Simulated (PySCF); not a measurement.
Electron correlation in Br³⁺ (bromine, charge +3)

[Ar] 3d10 4s2 4p2, high-spin 3P determinant. Calculation: PySCF 2.14, in aug-cc-pVQZ-DK (8s7p5d3f2g, 93 functions); the spin-free X2C one-electron Hamiltonian (Gaussian nucleus). Frozen: [Ar] 3d10; 4 electrons correlated.

```csv
level,correlation energy (mhartree)
CCSD,-78.85
(T),-1.60
CCSD(T),-80.45
```

Diagnostics: T1 = 0.0057, D1 = 0.0149, largest double amplitude 0.090.

Cost of the coupled-cluster step: roughly 15 core-seconds, for 4 correlated electrons.

Iterations:

```
CC2 = 0
CCSD nocc = (np.int64(3), np.int64(1)), nmo = (79, 79)
frozen orbitals [[0, 1, 2, 3, 4, 5, 6, 7, 8, 9, 10, 11, 12, 13], [0, 1, 2, 3, 4, 5, 6, 7, 8, 9, 10, 11, 12, 13]]
max_cycle = 100
direct = 0
conv_tol = 1e-08
conv_tol_normt = 1e-06
diis_space = 8
diis_start_cycle = 0
Init t2, MP2 energy = -0.063997453923462
Init E_corr(UCCSD) = -0.0639974539446989
cycle = 1  E_corr(UCCSD) = -0.0747099822703625  dE = -0.0107125283  norm(t1,t2) = 0.0354811
cycle = 2  E_corr(UCCSD) = -0.0774328717141795  dE = -0.00272288944  norm(t1,t2) = 0.012485
cycle = 3  E_corr(UCCSD) = -0.0788644402927006  dE = -0.00143156858  norm(t1,t2) = 0.00515904
cycle = 4  E_corr(UCCSD) = -0.0788436808516008  dE = 2.07594411e-05  norm(t1,t2) = 0.000690638
cycle = 5  E_corr(UCCSD) = -0.0788476012932068  dE = -3.92044161e-06  norm(t1,t2) = 7.63479e-05
cycle = 6  E_corr(UCCSD) = -0.0788468160283115  dE = 7.85264895e-07  norm(t1,t2) = 1.13684e-05
cycle = 7  E_corr(UCCSD) = -0.0788470622385413  dE = -2.4621023e-07  norm(t1,t2) = 1.48602e-06
cycle = 8  E_corr(UCCSD) = -0.0788470361918113  dE = 2.60467301e-08  norm(t1,t2) = 2.23743e-07
cycle = 9  E_corr(UCCSD) = -0.078847034204919  dE = 1.98689229e-09  norm(t1,t2) = 4.19287e-08
UCCSD converged
E(UCCSD) = -2602.087223871557  E_corr = -0.07884703420491899
UCCSD(T) correction = -0.00160087480620791
```
